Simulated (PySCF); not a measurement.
An unknown shows these calculated signals:

¹H NMR (500 MHz, computed): δ 5.39 (m, 2H), 5.27 (m, 2H), 5.00 (s, 1H), 0.89 (s, 9H), 0.53 (br s, 1H), 0.33 (br s, 2H).

¹³C{¹H} NMR (computed): δ 26.4 (CH3), 16.8 (C).

Theoretical values (PySCF 2.14.0 with density-fitted response routines): shieldings: GIAO PBE0/pcSseg-1, geometry: PBE0-D3(BJ)/def2-SVP. Gas phase, no relativistic terms, averaged over atoms made equivalent by symmetry, fast rotation or ring inversion, one computed conformer.

References, each an isolated molecule treated in the same way: ¹H, ¹³C against TMS.

**Question.** Which of these does the molecule contain: a (CH3)2CH unit, a Si–H bond, an NH or NH2 group, an aldehyde, a tert-butyl group, a carboxylic acid?

**Answer.** 
- A (CH3)2CH unit: no.
- A Si–H bond: yes (δH 5.00 (s)).
- An NH or NH2 group: yes (δH 0.33 (br s)).
- An aldehyde: no.
- A tert-butyl group: yes (δC 26.4, 16.8; δH 0.89 (s)).
- A carboxylic acid: no.

The data belong to `CC(C)(C)[SiH]1N[SiH2]N[SiH2]N1`, C$_{4}$H$_{17}$N$_{3}$Si$_{3}$; they needn't prove each group on their own.

Carbon signals by region: 2 below 50 ppm.

The OH or NH signal is concentration- and solvent-dependent in practice; the value given is the gas-phase one. Shifts are as computed. Against solution values, carbons near 30 ppm lie about +2 ppm off and those near 130 ppm about +5 ppm. Of 1309 compounds with measured shifts, 239 miss one by over three times the rms of a fit or turn the order of signals round; such compounds aren't used in these exercises. No couplings were computed; multiplicities are counted from neighbouring protons, with m where these are inequivalent, close in shift, in a saturated or five-membered ring or joined by F or P, and br s for small geminal =CH2 splittings.
